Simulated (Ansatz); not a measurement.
`OBCBr` + HCl → `OBCl` + `CBr`  (ligand exchange at a B–C bond)

Isolated molecules relaxed with PBE0-D4/def2-TZVP in Ansatz; ΔE leaves out vibrations. CBS: MP2 limit from def2 TZ/QZ plus the TZ coupled-cluster correction, frozen cores. This one scheme is used for every species. DFT in def2-TZVPP. For Br outer-core shells are correlated without core-valence functions, which leaves a few kJ/mol of doubt a bond. Scalar relativity is left out up to krypton. One conformer a species, not always the lowest.

`OBCBr`:

Z-matrix (Å, degrees):
```
C
B 1 1.568
Br 1 1.960 2 101.5
H 1 1.088 2 115.6 3 -113.8
H 1 1.088 2 115.4 3 114.6
O 2 1.351 1 117.9 3 -104.6
H 2 1.200 1 121.1 3 74.2
H 6 0.960 2 113.4 1 176.4
```

HCl:

Cartesian coordinates in Å:
```
Cl -0.236 -0.512 0.302
H 0.236 0.512 -0.302
```

`OBCl`:

```xyz
5

O    -0.553    0.056    0.905
B     0.224   -0.330   -0.116
Cl    0.518    0.738   -1.492
H    -0.915    0.943    0.805
H     0.725   -1.408   -0.102
```

`CBr`:

```xyz
5

C     0.111    0.110    0.099
Br   -1.049   -1.040   -0.933
H    -0.029   -0.128    1.149
H    -0.169    1.140   -0.106
H     1.135   -0.082   -0.209
```

| level | ΔE (kJ/mol) | difference from CCSD(T)/CBS |
| --- | --- | --- |
| LDA (SPW92) | -85.5 | 0.6 |
| BLYP-D4 | -88.3 | -2.2 |
| B97M-V | -92.2 | -6.1 |
| PBE0-D4 | -89.1 | -3.0 |
| r2SCANh-D4 | -92.0 | -5.9 |
| ωB97X-V | -90.2 | -4.1 |
| ωB97M-V | -89.3 | -3.2 |
| PBE-QIDH | -91.0 | -4.9 |
| BHLYP | -93.6 | -7.5 |
| CAM-B3LYP | -91.7 | -5.6 |
| LC-ωPBE | -90.9 | -4.8 |
| CCSD/def2-SVP | -93.4 | -7.3 |
| CCSD(T)/def2-SVP | -93.1 | -7.0 |
| CCSD(T)/def2-TZVPP | -85.8 | 0.3 |
| MP2/CBS(def2) | -89.7 | -3.6 |
| CCSD/CBS(def2) | -86.4 | -0.3 |
| CCSD(T)/CBS | -86.1 | 0 |

Largest T1 diagnostic among the species: 0.012.

In def2-TZVPP, CCSD(T) changes the Hartree–Fock value by +11.2 kJ/mol (the triples alone add +0.3 kJ/mol) and MP2 by +7.6 kJ/mol. Leaving LDA and LC-ωPBE aside and taking each functional with its dispersion term where it has one, the values, not all of them listed here, spread over 4.4 kJ/mol, from B97M-V to revPBE-D4. LDA lies +5.6 kJ/mol from PBE without D4.
